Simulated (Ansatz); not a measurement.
Born–Oppenheimer molecular dynamics of CH8S2Si2 (13 atoms, charge 0, multiplicity 1). It goes on from the last frame of an earlier run, with new velocities.

Theory: UKS PBE/STO-3G (Ansatz).

- ensemble: NVE (velocity Verlet)
- time step: 0.5 fs
- steps asked: 128
- starting velocities drawn for: 1500 K
- seed: 715169

First frame:

```xyz
13
Properties=species:S:1:pos:R:3
C -2.425 0.046 1.264
S -1.143 -1.325 1.040
S 0.421 -0.020 1.729
Si 1.059 0.858 -0.114
Si 2.067 -0.634 -1.356
H -3.439 -0.384 1.157
H -2.268 0.497 2.278
H -2.453 0.875 0.543
H -0.031 1.463 -0.834
H 1.929 1.950 0.207
H 1.256 -1.806 -1.788
H 3.211 -1.221 -0.686
H 2.681 -0.045 -2.536
```

**Question.** How far do the bonds stretch over the last three quarters of this one trajectory? (Pairs bonded in most of those frames.)

**Answer.** 
```tsv
bond	mean (Å)	spread (Å)	shortest	longest
C1–S2	1.853	0.048	1.79	1.93
C1–H6	1.110	0.008	1.09	1.13
C1–H7	1.109	0.013	1.09	1.13
C1–H8	1.110	0.022	1.07	1.15
S2–S3	2.118	0.058	2.04	2.22
S3–Si4	2.196	0.015	2.17	2.22
Si4–Si5	2.300	0.043	2.18	2.34
Si4–H9	1.501	0.088	1.36	1.64
Si4–H10	1.469	0.026	1.43	1.52
Si5–H11	1.466	0.063	1.37	1.57
Si5–H12	1.465	0.037	1.41	1.53
Si5–H13	1.473	0.072	1.36	1.57
```

Mean temperature of the second half: 902 K. The conserved energy stayed within 0.55 meV per atom of its start (net change 0.17 meV per atom), so the integration is sound. A run of 0.064 ps of so small a system gives no equilibrium averages. Limits of this set-up: minimal basis.

Run time: 16 min on 1 thread of Arm Neoverse N1, on a shared host, peak memory 0.13 GiB.
